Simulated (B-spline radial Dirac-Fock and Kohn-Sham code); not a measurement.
## K-shell conversion coefficients of Ba against transition energy

Model: a Dirac-Hartree-Slater potential of the neutral atom with a Latter tail (no hole, which puts coefficients of high multipoles low close above an edge), finite nucleus with surface currents. Program: a radial B-spline solver. Subshells within 1 keV of threshold and pair formation are left out.

```
energy (keV)        E2        E3       E5        M1        M2       M3
          50      6.80      23.2      227      6.33       102      633
          80      2.32      11.7      282      1.61      17.7      124
        86.9      1.83      9.31      227      1.27      13.1     90.0
          93      1.50      7.61      185      1.05      10.2     68.8
         100      1.21      6.07      146     0.850      7.81     51.5
         175     0.206     0.868     14.7     0.177      1.07     5.33
         200     0.134     0.532     8.02     0.123     0.674     3.12
         202     0.129     0.513     7.67     0.120     0.652     3.00
         330    0.0275    0.0874    0.836    0.0326     0.130    0.449
         454    0.0108    0.0299    0.215    0.0145    0.0486    0.141
         465    0.0101    0.0277    0.195    0.0136    0.0452    0.130
         500   0.00831    0.0220    0.145    0.0114    0.0364    0.101
         548   0.00651    0.0166    0.101   0.00907    0.0279   0.0735
         644   0.00431    0.0103   0.0552   0.00612    0.0175   0.0429
         808   0.00250   0.00555   0.0247   0.00356   0.00937   0.0208
        1000   0.00156   0.00324   0.0123   0.00216   0.00532   0.0109
        1710  0.000533  0.000963  0.00265  0.000652   0.00140  0.00246
        1880  0.000447  0.000790  0.00208  0.000532   0.00112  0.00193
        2000  0.000399  0.000696  0.00178  0.000466  0.000972  0.00165
        2140  0.000353  0.000607  0.00150  0.000404  0.000832  0.00139
```

Task: How fast do they fall between 1880 and 2140 keV?

Result: As powers of the energy: E2 E^-1.83, E3 E^-2.04, E5 E^-2.50, M1 E^-2.12, M2 E^-2.31, M3 E^-2.52. Within one type (E or M) the higher multipoles fall faster.

Values without a named source are computed, but for edge energies of neutral atoms, which are taken from tables.
